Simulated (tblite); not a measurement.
Species: C₇H₁₁N₂P.
Bonds: C1–C2, C2–C3 (aromatic), C3–P4 (aromatic), P4–C5 (aromatic), C5–N6, N6–C7, N6–C8, C5–C9 (aromatic), C9–N10 (aromatic), C2–N10 (aromatic). Hydrogens: H11, H12, H13 on C1; H14 on C3; H15, H16, H17 on C7; H18, H19, H20 on C8; H21 on C9.

The geometry is computed with GFN2-xTB (gas phase).

(1) List the bond lengths, angles and torsions at this level.

## Answers

(1) 
```tsv
bond	length (bohr)
C1–C2	2.839
C2–C3	2.613
C3–P4	3.266
P4–C5	3.345
C5–N6	2.579
N6–C7, N6–C8	2.719
C5–C9	2.649
C9–N10	2.481
C2–N10	2.509
C1–H11, C1–H12, C1–H13	2.056
C3–H14	2.048
C7–H15 and 3 like bonds	2.062
C8–H18, C8–H19	2.073
C9–H21	2.048
```

Bonds in one row agree within 0.02 bohr and their mean is given. A selection of angles:
```tsv
angle	degrees
C2–C1–H11	110.5
C2–C1–H12	110.5
H11–C1–H12	108.2
H11–C1–H13	109.2
C1–C2–C3	120.2
C1–C2–N10	115.5
C3–C2–N10	124.2
C2–C3–P4	125.5
C2–C3–H14	118.7
P4–C3–H14	115.8
C3–P4–C5	99.3
P4–C5–N6	118.0
P4–C5–C9	120.6
N6–C5–C9	121.4
C5–N6–C7	121.8
C5–N6–C8	118.3
C7–N6–C8	119.9
N6–C7–H15	111.2
N6–C7–H17	109.3
H15–C7–H16	108.5
H15–C7–H17	108.3
C5–C9–N10	127.9
C5–C9–H21	119.1
N10–C9–H21	112.9
C2–N10–C9	122.4
```

Dihedral angles: P4–C5–N6–C7 180° (antiperiplanar).

The C–N distances run from 1.313 Å (C9–N10, aromatic) to 1.440 Å (N6–C7, drawn single), a spread of 0.127 Å. Of the pairs four or more bonds apart, C7···H21 is among the closest relative to their van der Waals radii: 2.49 Å, 86 % of the sum of Bondi's values. The 2 C–P bonds span 1.728 Å (C3–P4, aromatic) to 1.770 Å (P4–C5, aromatic), a spread of 0.042 Å. The 6-membered ring C2–C3–P4–C5–C9–N10 has internal angles of 99.3° to 127.9° (sum 720°, against 720° for a flat polygon); it is planar, 0.00 Å rms from its mean plane, widest ring torsion 0°. The 10 heavy atoms lie in one plane (0.001 Å rms). N6 (aniline-type nitrogen) is planar (angles 121.8°, 119.9° and 118.3°, sum 360.0°, 0.00 Å off the plane of its three neighbours). The 3 C–C bonds span 1.383 Å (C2–C3, aromatic) to 1.502 Å (C1–C2, drawn single), a spread of 0.119 Å.

Point group: Cs (tolerance 0.08 Å). GFN2-xTB frequencies show an imaginary mode (43i cm⁻¹), so the point is no minimum at that level. 2 starts were optimised and ended at 0.00 and 0.05 kcal/mol (GFN2-xTB); the lowest of these is shown.

Hardware: an Arm Neoverse N1 with one thread, shared host. This is the geometry optimisation.
